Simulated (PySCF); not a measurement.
**How well do the runs reproduce experiment for BrCl?**

**What was measured.**

From NIST CCCBDB Release 22 (SRD 101), experimental dipoles, for the gas: dipole moment (microwave Stark effect, vibrational ground state) 0.519 ± 0.004 D.

From Liu, Meijer, Perez-Rios, Phys. Chem. Chem. Phys. 22 (2020) 24191, for the gas: dipole moment 0.519 D.

The results are set against them at the end.

Species: BrCl.
Numbering: `[Cl:1][Br:2]`

Structure used (PBE0/def2-TZVP), in Å, numbered top down from 1:
```
atom  x, y, z in Å
Cl1    0.5206   -0.5505    0.7437
Br2   -0.5185    0.5521   -0.7576
```

Runs made with PySCF (gas phase, on this PBE0/def2-TZVP geometry; no spin–orbit coupling):

```csv
level,job,basis functions,wall time
"PBE0/def2-TZVP, grid level 1",geometry optimisation from a GFN2-xTB start,85,3.2 s
```

Hardware: one thread, Intel Xeon Platinum 8375C at 2.90 GHz (x86_64) (shared host).

Results beside the measurements:

**Dipole moment.** Measured: 0.519 D (NIST CCCBDB Release 22 (SRD 101), experimental dipoles) and 0.519 D (Liu, Meijer, Perez-Rios, Phys. Chem. Chem. Phys. 22 (2020) 24191). Differences are taken against the first.

```json
{"level": "PBE0/def2-TZVP", "computed (D)": "0.452", "computed − measured (D)": "-0.067", "% (from the printed values)": "-13"}
```

The computed dipoles belong to one fixed geometry; measured ones are averaged over vibrations unless marked μe. Magnitudes are compared, not signs.

No measured geometry was used, and the causes of the misses weren't examined.
